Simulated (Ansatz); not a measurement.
```xyz
8

C    -1.089    0.302   -0.666
C     0.219    0.434   -0.453
Si    1.170   -0.787    0.556
F     0.135   -1.664    1.399
F     2.103   -0.026    1.602
H    -1.663   -0.502   -0.217
H    -1.641    1.000   -1.289
H     0.765    1.244   -0.932
```

Charge 0, multiplicity 2.

**Question.** List the PBE0/def2-TZVPP orbital energies in eV (Ansatz). (Estimate.)

**Answer.** Ansatz gave: α occupied: -1804.52, -674.11, -674.08, -279.04, -278.74, -146.62, -101.35, -101.30, -101.23, -33.73, -33.26, -22.13, -17.13, -15.67, -14.20, -13.87, -13.27, -12.99, -12.41, -12.10, -12.01, -10.25, -8.84, -6.46. α empty: -1.07, 0.63, 1.74, 1.85, 2.63, 2.85, 3.88, 4.67. β occupied: -1804.42, -674.06, -674.02, -279.01, -278.69, -146.49, -101.23, -101.16, -101.06, -33.60, -33.12, -22.02, -16.93, -15.48, -14.06, -13.73, -13.04, -12.84, -12.22, -12.01, -11.95, -9.92, -8.68. β empty: -2.52, -0.69, 1.12, 1.90, 2.29, 2.81, 3.04, 4.21. ⟨S²⟩ = 0.753.
